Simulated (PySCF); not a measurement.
## Dipole moment and polarisability of `C#CC1=C[C@@H]2C[C@]2(F)C1`

Species: C8H7F.
Structure used (GFN2-xTB), in Å, numbered top down from 1:
```xyz
16
C8H7F angstrom
C      3.3336   -0.6839    0.9090
C      2.2327   -0.4293    0.5005
C      0.9303   -0.1644    0.0433
C      0.5470    0.8359   -0.7615
C     -0.9106    0.8129   -0.9939
C     -1.7706    0.9976    0.2449
C     -1.4105   -0.3747   -0.2091
F     -2.3987   -1.1899   -0.6804
C     -0.2241   -1.0623    0.4303
H      4.3019   -0.8952    1.2525
H      1.1960    1.5754   -1.1961
H     -1.3106    1.1098   -1.9508
H     -2.7897    1.3140    0.0835
H     -1.3149    1.3823    1.1450
H     -0.3254   -1.1534    1.5134
H     -0.0941   -2.0657    0.0171
```

Level: CAM-B3LYP/def2-SVPD (PySCF), static field, nuclei fixed, core orbitals frozen in the response. The polarisability tensor in these axes (au):

```
x   114.72 -13.07  14.37
y   -13.07  78.85 -10.36
z    14.37 -10.36  73.01
```

Task: Diagonalise the tensor; give its mean and Δα, where Δα² is half the sum of the squared differences of the eigenvalues.

Result: Principal values 64.78, 77.24 and 124.56 au; mean 88.86 au = 13.17 Å³ = 14.65 × 10⁻⁴⁰ C²·m²/J; Δα = 54.63 au (61 % of the mean).

Task: What is the dipole moment, and where does it point?

Result: (0.60, 1.24, 0.35) D, 1.42 D in size, pointing from the negative to the positive side. Measured along this direction, the outermost atoms are F8 at the negative end and H11 at the positive end.

Task: What are the principal values of the traceless quadrupole moment, Θ = ½Σq(3rr − r²1), about the centre of nuclear charge?

Result: -7.59, 0.19, 7.40 D·Å. The values depend on the origin, since the dipole doesn't vanish. The electronic extent ⟨r²⟩ about the same centre is 1205 bohr², a root-mean-square distance of 2.30 Å for the 64 electrons.

Task: Rayleigh depolarisation ratio (linearly polarised light, static tensor)?

Result: ρ = 3Δα²/(45ᾱ² + 4Δα²) = 8951.9/(355322 + 11935.9) = 0.0244.

Task: Sum over states: ᾱ = Σ f/ω², ω in Eh. What share falls to these 8 lowest TDDFT singlets (eV, f)? 5.30, 0.3102; 5.61, 0.0002; 6.12, 0.0001; 6.56, 0.0118; 6.59, 0.0048; 6.94, 0.0521; 7.29, 0.0074; 7.40, 0.0220.

Result: They add up to 9.67 au, 10.9 % of the 88.86 au; the largest single term is 8.17 au, from the state at 5.30 eV. Terms in order: 8.17, 0.00, 0.00, 0.20, 0.08, 0.80, 0.10, 0.30 au. Higher excitations give the rest. The strengths listed sum to 0.409.

Task: Directions of the eigenvectors, and the extent of the frame along each?

Result: Largest value along (0.89, -0.33, 0.31), where the nuclei span 7.41 Å; middle along (0.44, 0.79, -0.43), 3.99 Å; least along (-0.11, 0.52, 0.84), 2.89 Å. The response follows the extents in order.

Task: What molar refraction does this α imply?

Result: Lorentz–Lorenz: R = (4π/3)N_A α = 2.5225 cm³/(mol·Å³) × 13.17 Å³ = 33.2 cm³/mol, in the limit of long wavelengths.

Isolated species at its GFN2-xTB geometry, gas phase.
